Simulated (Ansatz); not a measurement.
Basis-set series for C2H9ClFNSi2 (`CN([SiH2]Cl)[SiH](C)F`). Total charge 0; spin multiplicity 1. Geometry: relaxed with PBE0-D4/def2-TZVP. It is one conformer, not always the lowest.

```json
{"functional": "PBE0-D4", "basis": "def2-SVP", "functions": "155", "energy (Eh)": "-1274.43238", "HOMO (eV)": "-7.71", "LUMO (eV)": "1.09"}
{"functional": "PBE0-D4", "basis": "def2-TZVPP", "functions": "376", "energy (Eh)": "-1275.08485", "HOMO (eV)": "-7.78", "LUMO (eV)": "0.61"}
{"functional": "ωB97M-V", "basis": "def2-SVP", "functions": "155", "energy (Eh)": "-1274.91077", "HOMO (eV)": "-9.98", "LUMO (eV)": "2.93"}
{"functional": "ωB97M-V", "basis": "def2-TZVPP", "functions": "376", "energy (Eh)": "-1275.57268", "HOMO (eV)": "-10.09", "LUMO (eV)": "2.24"}
```

Task: Give the rows for def2-QZVPP. (Best estimate.)

Result: Ansatz gave: 
| functional | basis | functions | energy (Eh) | HOMO (eV) | LUMO (eV) |
| --- | --- | --- | --- | --- | --- |
| PBE0-D4 | def2-QZVPP | 708 | -1275.13233 | -7.80 | 0.30 |
| ωB97M-V | def2-QZVPP | 708 | -1275.61733 | -10.11 | 1.49 |

Positive LUMOs are unbound and depend on the basis.
